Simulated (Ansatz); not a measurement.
| atom | x (Å) | y (Å) | z (Å) |
| --- | --- | --- | --- |
| C | 0.0378 | 0.0142 | -0.0295 |
| C | 0.9086 | 0.8508 | 0.8636 |
| C | 0.8961 | -0.8508 | -0.9204 |
| C | -0.8573 | 0.9007 | -0.9259 |
| C | -0.9100 | -0.9128 | 0.8504 |
| H | 0.2535 | 1.4736 | 1.5392 |
| H | 1.4760 | 0.2843 | 1.5085 |
| H | 1.5138 | 1.5367 | 0.2139 |
| H | 0.2497 | -1.5061 | -1.4714 |
| H | 1.5094 | -0.2800 | -1.5637 |
| H | 1.5334 | -1.5585 | -0.2866 |
| H | -1.4922 | 0.2496 | -1.5597 |
| H | -1.5057 | 1.4854 | -0.2252 |
| H | -0.2122 | 1.5111 | -1.5303 |
| H | -1.4944 | -1.5015 | 0.3005 |
| H | -0.2789 | -1.5041 | 1.5627 |
| H | -1.5174 | -0.2109 | 1.5107 |

Basis set: cc-pVDZ (spherical functions). Left uncorrelated: 5 orbitals. Charge 0, multiplicity 1.

Computed with Ansatz (development build ahead of 0.2.0); each method stands on the lowest determinant of its kind that the runs found. Restricted open shells among the atoms or ions are ROHF, correlated in semicanonical orbitals with singles.

The atomization energy at this shape (free ground-state atoms in the same class of orbitals less the molecule, no zero-point energy) of singlet C₅H₁₂:

```
method  atomization energy
   RHF            52.21 eV
```

Question: What does RHF-MP2 give?

Answer: 64.78 eV. Caution: the shape is not the minimum.
